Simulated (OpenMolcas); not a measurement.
# Cr3+, Mo3+, W3+: d³ down the group

```yaml
Program: OpenMolcas
Method: MS-CASPT2, IPEA 0.25 Eh, imaginary shift 0.1 Eh
Basis: ANO-RCC-VTZP
Scalar_Hamiltonian: DKH2, point nucleus
Spin-orbit_coupling: RASSI with atomic mean-field integrals over the reference wave functions, term energies averaged over their components
```

Active space for each ion: 3 electrons in 5 orbitals (d); closed shells correlated by CASPT2: Cr3+ 3s 3p; Mo3+ 4s 4p; W3+ 5s 5p.

Computed levels in cm-1 above ⁴F_3/2:

```csv
Level,Cr3+,Mo3+,W3+
⁴F_5/2,247,761,3650
⁴F_7/2,583,1720,6960
⁴F_9/2,1001,2810,9590
⁴P_1/2,14610,10730,12450
⁴P_5/2,15000,11960,18080
²G_7/2,15350,11970,16180
²G_9/2,15720,12720,25490
²P_1/2,19990,14690,19610
²D_5/2(1),21360,17430,24730
weight of ⁴F in the lowest level (%),100,99,87
```

Mixed levels, with the weight of the term that names them: W3+ ⁴F_9/2 (74 %), W3+ ⁴P_1/2 (59 %), W3+ ²G_9/2 (51 %), W3+ ²P_1/2 (59 %).

Measured, with the error of the calculation in %. Measured levels: Cr3+ from Sugar and Corliss, J. Phys. Chem. Ref. Data 6, 317 (1977); Mo3+ from Sugar and Musgrove, J. Phys. Chem. Ref. Data 17, 155 (1988); W3+ from the list in J. Phys. B 45, 035001 (2012).

```json
{"Level": "⁴F_5/2", "Cr3+": "236 (+4.6)", "Mo3+": "778 (-2.2)", "W3+": "3537 (+3.2)"}
{"Level": "⁴F_7/2", "Cr3+": "556 (+5.0)", "Mo3+": "1760 (-2.2)", "W3+": "6745 (+3.2)"}
{"Level": "⁴F_9/2", "Cr3+": "946 (+5.9)", "Mo3+": "2865 (-1.9)", "W3+": "9256 (+3.6)"}
{"Level": "⁴P_1/2", "Cr3+": "14059 (+3.9)", "Mo3+": "10338 (+3.8)", "W3+": "11773 (+5.8)"}
{"Level": "⁴P_5/2", "Cr3+": "14471 (+3.7)", "Mo3+": "11612 (+3.0)", "W3+": "17190 (+5.2)"}
{"Level": "²G_7/2", "Cr3+": "15052 (+2.0)", "Mo3+": "11580 (+3.3)", "W3+": "15261 (+6.0)"}
{"Level": "²G_9/2", "Cr3+": "15402 (+2.1)", "Mo3+": "12311 (+3.4)", "W3+": ""}
{"Level": "²P_1/2", "Cr3+": "19519 (+2.4)", "Mo3+": "14348 (+2.4)", "W3+": "18365 (+6.8)"}
{"Level": "²D_5/2(1)", "Cr3+": "20664 (+3.4)", "Mo3+": "16809 (+3.7)", "W3+": "22766 (+8.6)"}
```

The fine-structure level ⁴F_9/2 changes by a factor of 9.58 from Cr3+ to W3+.

Without spin-orbit coupling ⁴P lies 14280, 9890, 9980 cm-1 above ⁴F in that order; the difference to the level ⁴P_1/2, of either sign, comes from spin-orbit coupling, which also lowers the zero.

CASPT2 breaks the degeneracy within a term, and the mean is taken; among the terms shown or strongly mixed into the levels shown the widest spread is 1000 cm-1 (3d³ ⁴F, Cr3+). Terms from blocks run as CI alone lack orbitals of their own. The CASPT2 spread within a term exceeds the gap to the next term for 4d³ ²H and 4d³ ²D(1), so the order of their levels is uncertain (figures for Mo3+; the like holds for W3+). Measured partners are found by configuration, term and J. A level has none where our copy of the source lacks it or the pairing is in doubt (some pairs that miss far off the trend of their configuration count as doubtful), and it then counts in no deviation. Only configurations of the active space appear.

A number in round brackets counts repeated terms of one configuration in the order of the reference energies.
